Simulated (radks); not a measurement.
Problem. The bismuth ion Bi+ is in [Hg] 6p2. Calculated with a radial shooting solver on a logarithmic mesh with Libxc functionals: non-relativistic Kohn-Sham, PBE, spin-polarised, spherical densities, point nucleus. Open shells are filled with parallel spins first. One electron is removed from 6s, 5p, 6p, 5d in turn, with full relaxation. Which removal costs least, and what does each cost?

Solution. 6p 15.690 eV; 6s 21.868 eV; 5d 45.554 eV; 5p 105.27 eV. The 6p electron leaves first.
